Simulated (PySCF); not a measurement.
**Solvent effects on NMR parameters**

Structure with atom numbers: `[SiH3:1][CH2:2][c:3]1[cH:4][cH:5][cH:6][cH:7][n:8]1`. Each H is labelled by its parent atom.

GIAO PBE0/pcSseg-1 in PySCF 2.14.0 with density-fitted response routines on one PBE0-D3(BJ)/def2-SVP conformer, non-relativistic, equivalent nuclei averaged. Solvents enter as an IEF-PCM continuum (cyclohexane with ε = 2.0, water with ε = 78.4) around the gas-phase geometry. Shifts are referred to TMS computed in the same medium.

Gas phase, δ in ppm: Si1 -58.1, C3 166.2, C7 155.6, C5 141.6, C4 126.3, C6 124.5, C2 23.7, H(C7) 8.62, H(C5) 7.60, H(C4) 7.09, H(C6) 6.95, H(Si1) 3.98, H(C2) 2.50. Dipole moment 1.92 D.

Question: How does each δ change in the continuum?

Answer: 
```csv
atoms,environment,"Δδ, cyclohexane","Δδ, water"
Si1,"silicon bonded to C, 3 H",+0.3,+1.0
C3,substituted aromatic carbon next to a ring nitrogen,+0.7,+1.7
C7,aromatic CH next to a ring nitrogen,+0.4,+1.0
C5,aromatic CH,+1.2,+3.6
C4,aromatic CH,+0.9,+2.7
C6,aromatic CH,+0.9,+2.5
C2,"sp3 CH2 bonded to Si, on an aromatic ring",+0.3,+0.9
H(C7),hydrogen on an aromatic CH next to a ring nitrogen,+0.01,0.00
H(C5),hydrogen on an aromatic CH,+0.13,+0.37
H(C4),hydrogen on an aromatic CH,+0.12,+0.38
H(C6),hydrogen on an aromatic CH,+0.12,+0.34
H(Si1),hydrogen on a silicon bonded to C,-0.03,-0.07
H(C2),"hydrogen on an sp3 CH2 bonded to Si, on an aromatic ring",+0.05,+0.14
```

Changes are relative to the gas phase. The dipole moment becomes 2.19 D in cyclohexane, 2.79 D in water.

Question: Which nuclei move most (in ppm), and what does the model miss?

Answer: C5 (aromatic CH, +3.6 ppm) in water. A continuum only polarises the solute; specific hydrogen bonds, the anisotropy of aromatic solvents and changes of geometry or conformer are outside it.
